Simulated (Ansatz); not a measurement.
```csv
atom,x (Å),y (Å),z (Å)
O,0.0644,-0.0587,-0.0782
H,-0.0343,0.8238,0.5867
H,0.1099,-0.6705,0.5252
```

Basis set: aug-cc-pVDZ (spherical functions). Left uncorrelated: 1 orbital. Charge 0, multiplicity 1.

Computed with Ansatz (development build ahead of 0.2.0); each method stands on the lowest determinant of its kind that the runs found. Restricted open shells among the atoms or ions are ROHF, correlated in semicanonical orbitals with singles.

(1) Give the atomization energy at this shape (free ground-state atoms in the same class of orbitals less the molecule, no zero-point energy) of singlet H2O by RHF-MP2, RHF.

Answers

(1)

| method | atomization energy |
| --- | --- |
| RHF-MP2 | 856.8 kJ/mol |
| RHF | 578.1 kJ/mol |

Caution: stretched shape with no unrestricted run beside it, a lower state can exist. Caution for RHF-MP2: bonds are stretched, where a single reference can fail.
